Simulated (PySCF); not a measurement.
## Dipole response of Ag⁻ (silver, charge -1)

[Kr] 4d10 5s2, closed-shell 1S. Computed with PySCF 2.14 in def2-TZVPPD with the def2 core potential (28 electrons) (6s4p3d2f1g, 56 functions), with scalar relativity through the core potential. Coupled (time-dependent) response in atomic units; α is the mean over directions.

```tsv
method	mean α (bohr³)	C₆ (like pair)	S(−4)
UHF	168.6	2370	15450
MN15	128.6	1683	8194
```

S(−4) is the Cauchy moment in α(ω) = α(0) + S(−4) ω² + …

α(iu) at MN15:

```json
{"u (hartree)": "0", "α(iu) (bohr³)": "128.6"}
{"u (hartree)": "0.0500", "α(iu) (bohr³)": "111.2"}
{"u (hartree)": "0.100", "α(iu) (bohr³)": "80.22"}
{"u (hartree)": "0.200", "α(iu) (bohr³)": "40.59"}
{"u (hartree)": "0.300", "α(iu) (bohr³)": "24.00"}
{"u (hartree)": "0.500", "α(iu) (bohr³)": "11.95"}
{"u (hartree)": "0.750", "α(iu) (bohr³)": "7.081"}
{"u (hartree)": "1.00", "α(iu) (bohr³)": "5.042"}
{"u (hartree)": "1.50", "α(iu) (bohr³)": "3.218"}
{"u (hartree)": "2.00", "α(iu) (bohr³)": "2.318"}
{"u (hartree)": "3.00", "α(iu) (bohr³)": "1.369"}
{"u (hartree)": "5.00", "α(iu) (bohr³)": "0.6154"}
```

For an ion, C₆ is the dispersion term alone; charge-induced terms of lower order in 1/R come first.

Energies and moments cover only the electrons outside the core potential. The outer electron is barely bound at this level, so radii and moments hang on the diffuse functions.
